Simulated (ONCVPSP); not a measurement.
Cl (Z = 17), ONCV: configuration errors across variants

ONCVPSP 4.0.1 input, shortened (lines: element, Z, core and valence counts, functional; n l f; lmax; l rc ep ncon nbas qcut; lloc lpopt rc5 dvloc0; l nproj debl; icmod fcfact rcfact), PBE, scalar-relativistic:

```
  Cl 17.00    3    2        4      upf
    1    0    2.00
    2    0    2.00
    2    1    6.00
    3    0    2.00
    3    1    4.75
    2
    0    1.35    0.00    5    9    4.30
    1    1.15    0.00    3    8    6.80
    2    1.25    0.39    5    9    6.90
    4    3    0.90    1.00
    0    2    1.40
    1    2    2.60
    2    2    0.30
    3    3.00    1.75
```

All-electron excitation energies from the reference (eV): (1) 3s2 3p5 -2.465; (2) 3s2 3p4 11.410; (3) 3s2 3p3 36.857; (4) 3s1 3p6 9.688.

1 further variants failed, have other tests or too few solved ones, and are left out.

A true bound ghost makes a file unfit for plane-wave use even where its test errors are small: the radial tests pick states by their node count and pass the ghost by.

Errors AE − PS in meV (a dash: test not solved or not reliable):

| change | (1) | (2) | (3) | (4) | bound ghosts | GHOST(+) flags above zero |
| --- | --- | --- | --- | --- | --- | --- |
| base | +0.5 | -1.2 | -1.7 | -1.4 | none | s, d |
| local potential polynomial inside 0.90 bohr (lpopt 3, dvloc0 -3 Ha) | +0.5 | -1.2 | -1.7 | -1.5 | d | s, d |
| s: debl 1.1 | +0.5 | -1.2 | -1.7 | -1.4 | none | s, d |
| s: nproj 3 | +0.5 | -1.2 | -1.7 | -1.4 | s | s, d |
| core correction Teter function, fcfact 4.5, rcfact 1.75 | +0.5 | -1.5 | -5.4 | -1.9 | none | s, d |
| core correction Teter function, fcfact 3, rcfact 1.16 | +0.5 | -1.1 | +4.5 | -0.5 | none | s, d |
| s: qcut 3 | +0.5 | -1.1 | -1.0 | -2.7 | none | s, d |
| p: rc 1.02 | +1.3 | -4.1 | -10 | +3.3 | none | s, p, d |
| d: rc 1.15, qcut 7.5 | +0.5 | -1.2 | -1.7 | -1.4 | none | s, d |

Q: Give the same row for: all radii but the core radius scaled by about 1.09 (s 1.48, p 1.26, d 1.36 bohr); local potential polynomial inside 0.98 bohr (lpopt 3, dvloc0 1 Ha).

A: +0.3, -0.3, +1.4, -4.6; bound ghosts: none; GHOST(+) flags above zero: s, d.
